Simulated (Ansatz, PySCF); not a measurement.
Molecule: TeF3, charge 0, multiplicity 2. It need not be the lowest isomer of its formula. 
Coordinates optimised at B3LYP-D3(BJ)/def2-TZVP (Ansatz, a first-principles code):
```
Te
F 1 1.8755
F 1 1.9587 2 84.63
F 1 1.9587 2 84.63 3 -180.00
```
Charge 0, spin multiplicity 2.

Total electronic energies in hartree. Cores are frozen in the correlated levels unless marked. UHF or UKS for open shells. Spin-orbit coupling is left out. Frozen are the shells of the preceding noble gas and the d and f shells that filled before the atom's block. In def2 rows, elements after Kr have scalar-relativistic effective core potentials. STO-3G rows are all-electron and non-relativistic. CBS marks a two-point X^-3 extrapolation of the correlation energy; Hartree-Fock from the larger set. [CCSD(T)-MP2]/basis is that difference in the basis named.

```tsv
level	program	energy (Eh)
HF-D3(BJ)/def2-TZVPD	PySCF + dftd3	-565.45491
RI-HF/def2-QZVPP	Ansatz	-565.45384
B97M-V/def2-TZVPD	Ansatz	[?]
BHLYP/def2-TZVPD	Ansatz	[?]
r2SCAN0/def2-TZVPD	Ansatz	-567.60198
RI-MP2/def2-QZVPP	Ansatz	-566.44439
SCS-MP2/STO-3G	Ansatz	-6841.10591
RI-MP2/CBS(def2-TZVPP,def2-QZVPP)+[CCSD(T)-MP2]/def2-SVP	Ansatz	-566.5310
RI-MP2/CBS(def2-TZVPP,def2-QZVPP)+[CCSD(T)-MP2]/def2-TZVPP	Ansatz	-566.5401
```

### Question
Some entries are withheld; supply them.

### Answer

- B97M-V/def2-TZVPD, energy (Eh): -567.58918
- BHLYP/def2-TZVPD, energy (Eh): -567.51726
